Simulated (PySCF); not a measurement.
Molfile (atoms numbered from 1):
```
CH9ClOSi3
     RDKit          3D

 15 14  0  0  0  0  0  0  0  0999 V2000
    2.6989   -0.1499   -0.1516 Si  0  0  0  0  0  4  0  0  0  0  0  0
    1.1302   -0.3323    0.2153 O   0  0  0  0  0  0  0  0  0  0  0  0
   -0.4071   -0.0263    0.6466 Si  0  0  1  0  0  4  0  0  0  0  0  0
   -1.2765    1.7561   -0.5332 Si  0  0  0  0  0  4  0  0  0  0  0  0
   -1.3213   -1.6626    0.2391 C   0  0  0  0  0  0  0  0  0  0  0  0
   -3.0576   -1.4589    0.5927 Cl  0  0  0  0  0  0  0  0  0  0  0  0
    2.7585    0.1434   -1.5819 H   0  0  0  0  0  0  0  0  0  0  0  0
    3.3220   -1.4250    0.1903 H   0  0  0  0  0  0  0  0  0  0  0  0
    3.2129    0.9568    0.6524 H   0  0  0  0  0  0  0  0  0  0  0  0
   -0.3769    0.0707    2.1127 H   0  0  0  0  0  0  0  0  0  0  0  0
   -0.2344    2.6179   -1.1073 H   0  0  0  0  0  0  0  0  0  0  0  0
   -2.0914    2.6164    0.3304 H   0  0  0  0  0  0  0  0  0  0  0  0
   -2.1331    1.3476   -1.6530 H   0  0  0  0  0  0  0  0  0  0  0  0
   -1.2495   -1.9408   -0.8110 H   0  0  0  0  0  0  0  0  0  0  0  0
   -0.9792   -2.5051    0.8366 H   0  0  0  0  0  0  0  0  0  0  0  0
  1  2  1  0
  2  3  1  0
  3  4  1  0
  3  5  1  0
  5  6  1  0
  1  7  1  0
  1  8  1  0
  1  9  1  0
  3 10  1  1
  4 11  1  0
  4 12  1  0
  4 13  1  0
  5 14  1  0
  5 15  1  0
M  END
```

Geometry: GFN2-xTB; GIAO absolute shieldings from PySCF, gas phase, non-relativistic, averaged over equivalent atoms.

At PBE0/pcSseg-1 (175 basis functions, 43 s wall time on 1 thread of an Arm Neoverse N1, shared host):
```csv
atoms,σ (ppm)
Si3,366.7
Si1,391.5
Si4,468.5
O2,318.8
C5,153.2
Cl6,979.9
H10,26.32
H7/H8/H9,26.64
H11/H12/H13,28.23
H15,28.33
H14,28.64
```

Q: Predict the values at LC-wPBE/pcSseg-1 on the same geometry.

A: 
| atoms | σ at LC-wPBE/pcSseg-1 | change |
| --- | --- | --- |
| Si3 | 369.1 | +2.4 |
| Si1 | 392.8 | +1.3 |
| Si4 | 470.6 | +2.1 |
| O2 | 329.6 | +10.8 |
| C5 | 160.4 | +7.2 |
| Cl6 | 992.9 | +13.0 |
| H10 | 26.56 | +0.24 |
| H7/H8/H9 | 26.86 | +0.22 |
| H11/H12/H13 | 28.35 | +0.12 |
| H15 | 28.57 | +0.24 |
| H14 | 28.87 | +0.23 |

The largest change is at Cl6 (chlorine bonded to C). Cost: 175 basis functions, 42 s wall time on 1 thread of an Arm Neoverse V2, shared host.

Carbons that carry Cl, above all several Cl atoms, come out too deshielded, partly because spin–orbit coupling is missing.
